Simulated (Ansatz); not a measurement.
Calculation: frozen-core CCSD(T)/def2-TZVPP // TPSS-D3(BJ)/def2-SVP (Ansatz, an electronic-structure program).

Ansatz 0.2 input:
```yaml
crystal:
  periodic: [false, false, false]
  atoms:
    - { symbol: Ti, position_ang: [0.030414, 0.277451, -0.029077] }
    - { symbol: O, position_ang: [-1.707074, 0.411306, -0.527338] }
    - { symbol: H, position_ang: [-2.486342, 0.753547, -0.060793] }
    - { symbol: N, position_ang: [0.615171, -1.521404, -0.174226] }
    - { symbol: H, position_ang: [1.531856, -1.833858, -0.505971] }
    - { symbol: H, position_ang: [-0.02944, -2.318559, -0.176782] }
    - { symbol: N, position_ang: [0.332227, 0.754937, 1.782063] }
    - { symbol: H, position_ang: [0.645641, 0.130804, 2.528892] }
    - { symbol: H, position_ang: [0.228912, 1.705685, 2.150915] }
    - { symbol: N, position_ang: [1.117564, 1.438877, -1.066661] }
    - { symbol: H, position_ang: [2.001302, 1.850362, -0.755169] }
    - { symbol: H, position_ang: [0.878339, 1.805593, -1.992637] }
basis:
  gaussian: { orbitals: def2-TZVPP }
correlation:
  method: ccsd_t
```

Output:

```
Functional definition: HF
1774 factors; integrals over basis functions are off by at most 1.2e-3 eV
mean field evaluation 1: about -29674.3536 eV, gradient 7.9e1 eV
mean field evaluation 2: about -29674.4837 eV, gradient 7.9e1 eV
mean field evaluation 4: about -29685.5619 eV, gradient 1.1e1 eV
mean field evaluation 8: about -29685.8483 eV, gradient 6.2e-1 eV
mean field evaluation 16: about -29685.8502 eV, gradient 1.7e-6 eV
mean field -29685.85020023 eV, -1090.9348730664 hartree, gradient 1.7e-6 eV, S^2 0.000000; 0 other end points of the search recorded, 0 dependent functions left out
9 core orbitals not correlated
reference -29685.85020023 eV, -1090.9348730664 hartree; 20, 20 occupied and 257, 257 virtual orbitals, 1774 factors
second order -36.46452101 eV of doubles, -0.00000000 eV of singles
cycle   1  -35.37798900 eV  change     1.1e0 eV  update   2.4e-1
cycle   2  -36.53969581 eV  change    -1.2e0 eV  update   1.5e-1
cycle   3  -36.87839725 eV  change   -3.4e-1 eV  update   5.5e-2
cycle   4  -36.89684930 eV  change   -1.8e-2 eV  update   2.3e-2
cycle   5  -36.87519662 eV  change    2.2e-2 eV  update   9.1e-3
cycle   6  -36.87429122 eV  change    9.1e-4 eV  update   4.2e-3
cycle   7  -36.87596970 eV  change   -1.7e-3 eV  update   2.3e-3
cycle   8  -36.87567117 eV  change    3.0e-4 eV  update   8.9e-4
cycle   9  -36.87598158 eV  change   -3.1e-4 eV  update   4.1e-4
cycle  10  -36.87653729 eV  change   -5.6e-4 eV  update   1.8e-4
cycle  11  -36.87624003 eV  change    3.0e-4 eV  update   1.2e-4
cycle  12  -36.87610988 eV  change    1.3e-4 eV  update   6.2e-5
cycle  13  -36.87619424 eV  change   -8.4e-5 eV  update   2.8e-5
cycle  14  -36.87616430 eV  change    3.0e-5 eV  update   1.2e-5
perturbative correction -1.86671069 eV, -0.0686003526 hartree
Total energy: -29724.59307521 eV, -1092.3586474613 hartree
```

Cost: very roughly 29 core-minutes.
